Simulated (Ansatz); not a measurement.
Ansatz (a quantum-chemistry and plane-wave program) input (HF/3-21G): The .json file is the Basis Set Exchange's 3-21G.

Ansatz 0.2 input:
```yaml
crystal:
  periodic: [false, false, false]
  atoms:
    - {symbol: Se, position_ang: [1.43267800, 0.84148600, -0.15596500]}
    - {symbol: C, position_ang: [-0.00331900, -0.48646800, 0.12717700]}
    - {symbol: C, position_ang: [-0.90585300, -0.74837200, -1.07423400]}
    - {symbol: C, position_ang: [-2.11878700, -1.45485200, -0.44647400]}
    - {symbol: C, position_ang: [-2.24919800, -0.85747300, 0.98143800]}
    - {symbol: C, position_ang: [-0.97554800, -0.00791300, 1.20799800]}
    - {symbol: H, position_ang: [2.13457600, 0.06330100, -1.19028900]}
    - {symbol: H, position_ang: [0.48246500, -1.40995100, 0.44383000]}
    - {symbol: H, position_ang: [-1.20055800, 0.20637800, -1.51601600]}
    - {symbol: H, position_ang: [-0.41876100, -1.33640200, -1.85259100]}
    - {symbol: H, position_ang: [-1.93387700, -2.52910900, -0.38867000]}
    - {symbol: H, position_ang: [-3.02362400, -1.31946800, -1.03898800]}
    - {symbol: H, position_ang: [-2.32539600, -1.65098100, 1.72516600]}
    - {symbol: H, position_ang: [-3.14552400, -0.24536800, 1.08092900]}
    - {symbol: H, position_ang: [-0.56630700, -0.10931900, 2.21262800]}
    - {symbol: H, position_ang: [-1.19782100, 1.05087200, 1.05138500]}
basis:
  gaussian:
    orbitals: 3-21G.json
hamiltonian:
  xc: {name: HF}
relax: {f_tol: 0.003, max_steps: 120}
```

From the output:

```
mean field -70275.32984794 eV, -2582.5707375824 hartree, gradient 5.5e-5 eV, S^2 0.000000; 0 other end points of the search recorded, 0 dependent functions left out
the calculation of the forces begins
reference -70275.32984794 eV, -2582.5707375824 hartree; 37, 37 occupied and 51, 51 virtual orbitals, 1127 factors
relax step   2: F+E_penalty+E_count = -70275.32984794 eV  Δ(F+E_penalty+E_count) = -2.191e-2 eV  max|allowed force component| = 2.914e-1 eV/Å  Δτ_max = 0.0323 Å  (23 SCF iters, accepted)
these checks for a lower state are left out or cut short: starts, cluster_reference, orbital_swaps, neighbouring_geometries, increment
integrals: 0.04 GiB planned
1127 factors; integrals over basis functions are off by at most 4.8e-4 eV
mean field: 0.29 GiB planned
mean field evaluation 16: about -70275.3448 eV, gradient 1.3e0 eV
mean field -70275.33334308 eV, -2582.5708660266 hartree, gradient 5.8e-5 eV, S^2 0.000000; 0 other end points of the search recorded, 0 dependent functions left out
the calculation of the forces begins
reference -70275.33334308 eV, -2582.5708660266 hartree; 37, 37 occupied and 51, 51 virtual orbitals, 1127 factors
relax step   3: F+E_penalty+E_count = -70275.33334308 eV  Δ(F+E_penalty+E_count) = -3.495e-3 eV  max|allowed force component| = 9.887e-2 eV/Å  Δτ_max = 0.0283 Å  (23 SCF iters, accepted)
these checks for a lower state are left out or cut short: starts, cluster_reference, orbital_swaps, neighbouring_geometries, increment
integrals: 0.04 GiB planned
1127 factors; integrals over basis functions are off by at most 4.8e-4 eV
mean field: 0.29 GiB planned
mean field -70275.33410661 eV, -2582.5708940856 hartree, gradient 5.4e-5 eV, S^2 0.000000; 0 other end points of the search recorded, 0 dependent functions left out
the calculation of the forces begins
reference -70275.33410661 eV, -2582.5708940856 hartree; 37, 37 occupied and 51, 51 virtual orbitals, 1127 factors
relax step   4: F+E_penalty+E_count = -70275.33410661 eV  Δ(F+E_penalty+E_count) = -7.635e-4 eV  max|allowed force component| = 5.318e-2 eV/Å  Δτ_max = 0.0125 Å  (24 SCF iters, accepted)
these checks for a lower state are left out or cut short: starts, cluster_reference, orbital_swaps, neighbouring_geometries, increment
integrals: 0.04 GiB planned
1127 factors; integrals over basis functions are off by at most 4.8e-4 eV
mean field: 0.29 GiB planned
mean field -70275.33432152 eV, -2582.5709019834 hartree, gradient 5.4e-5 eV, S^2 0.000000; 0 other end points of the search recorded, 0 dependent functions left out
the calculation of the forces begins
reference -70275.33432152 eV, -2582.5709019834 hartree; 37, 37 occupied and 51, 51 virtual orbitals, 1127 factors
relax step   5: F+E_penalty+E_count = -70275.33432152 eV  Δ(F+E_penalty+E_count) = -2.149e-4 eV  max|allowed force component| = 1.760e-2 eV/Å  Δτ_max = 0.0047 Å  (25 SCF iters, accepted)
these checks for a lower state are left out or cut short: starts, cluster_reference, orbital_swaps, neighbouring_geometries, increment
integrals: 0.04 GiB planned
1127 factors; integrals over basis functions are off by at most 4.8e-4 eV
mean field: 0.29 GiB planned
mean field evaluation 32: about -70275.3500 eV, gradient 5.6e-4 eV
mean field -70275.33436505 eV, -2582.5709035831 hartree, gradient 5.5e-5 eV, S^2 0.000000; 0 other end points of the search recorded, 0 dependent functions left out
the calculation of the forces begins
reference -70275.33436505 eV, -2582.5709035831 hartree; 37, 37 occupied and 51, 51 virtual orbitals, 1127 factors
relax step   6: F+E_penalty+E_count = -70275.33436505 eV  Δ(F+E_penalty+E_count) = -4.353e-5 eV  max|allowed force component| = 2.761e-3 eV/Å  Δτ_max = 0.0111 Å  (24 SCF iters, accepted)
these checks for a lower state are left out or cut short: starts, cluster_reference, orbital_swaps, neighbouring_geometries, increment
integrals: 0.04 GiB planned
1127 factors; integrals over basis functions are off by at most 4.8e-4 eV
mean field: 0.29 GiB planned
mean field -70275.33436906 eV, -2582.5709037305 hartree, gradient 5.4e-5 eV, S^2 0.000000; 0 other end points of the search recorded, 0 dependent functions left out
the calculation of the forces begins
reference -70275.33436906 eV, -2582.5709037305 hartree; 37, 37 occupied and 51, 51 virtual orbitals, 1127 factors
relax step   7: F+E_penalty+E_count = -70275.33436906 eV  Δ(F+E_penalty+E_count) = -4.011e-6 eV  max|allowed force component| = 2.269e-3 eV/Å  Δτ_max = 0.0038 Å  (25 SCF iters, accepted)
integrals: 0.04 GiB planned
1127 factors; integrals over basis functions are off by at most 4.8e-4 eV
mean field: 0.29 GiB planned
mean field -70275.33436906 eV, -2582.5709037305 hartree, gradient 5.4e-5 eV, S^2 0.000000; 1 other end points of the search recorded, 0 dependent functions left out
the calculation of the forces begins
reference -70275.33436906 eV, -2582.5709037305 hartree; 37, 37 occupied and 51, 51 virtual orbitals, 1127 factors
Total energy: -70275.33436906 eV, -2582.5709037305 hartree
Atom 0 at     1.450649     0.823599    -0.161679 Å, force    -0.000440    -0.000836    -0.000120 eV/Å
Atom 1 at     0.001523    -0.480511     0.126089 Å, force     0.001345     0.000684    -0.002269 eV/Å
Atom 2 at    -0.909490    -0.729914    -1.082774 Å, force     0.000806    -0.000474     0.001358 eV/Å
Atom 3 at    -2.118198    -1.463990    -0.449674 Å, force     0.000253     0.000487     0.000122 eV/Å
Atom 4 at    -2.254945    -0.862758     0.989467 Å, force     0.000680     0.001025    -0.000202 eV/Å
Atom 5 at    -0.978523     0.007361     1.210770 Å, force    -0.000355    -0.001537    -0.000771 eV/Å
Atom 6 at     2.162574     0.034488    -1.184252 Å, force    -0.000557     0.000521     0.001073 eV/Å
Atom 7 at     0.449437    -1.412123     0.441675 Å, force    -0.000784    -0.000462     0.000397 eV/Å
Atom 8 at    -1.219566     0.220415    -1.499979 Å, force    -0.000173    -0.000505    -0.000566 eV/Å
Atom 9 at    -0.429091    -1.311911    -1.858573 Å, force    -0.000249     0.000875    -0.000343 eV/Å
Atom 10 at    -1.905432    -2.524140    -0.387689 Å, force     0.000020     0.000084     0.000202 eV/Å
Atom 11 at    -3.021235    -1.335445    -1.031224 Å, force     0.000013    -0.000172     0.000359 eV/Å
Atom 12 at    -2.309479    -1.652840     1.726473 Å, force    -0.000437     0.000206     0.000168 eV/Å
Atom 13 at    -3.148573    -0.259974     1.079294 Å, force    -0.000151    -0.000457     0.000229 eV/Å
Atom 14 at    -0.573550    -0.098232     2.207691 Å, force     0.000075     0.000453    -0.000220 eV/Å
Atom 15 at    -1.210953     1.052334     1.041709 Å, force    -0.000045     0.000112     0.000584 eV/Å
Dipole moment:    -0.235639    -0.293803    -0.038859 e Å
```

The geometry given is a B3LYP-D3(BJ)/def2-TZVP minimum.
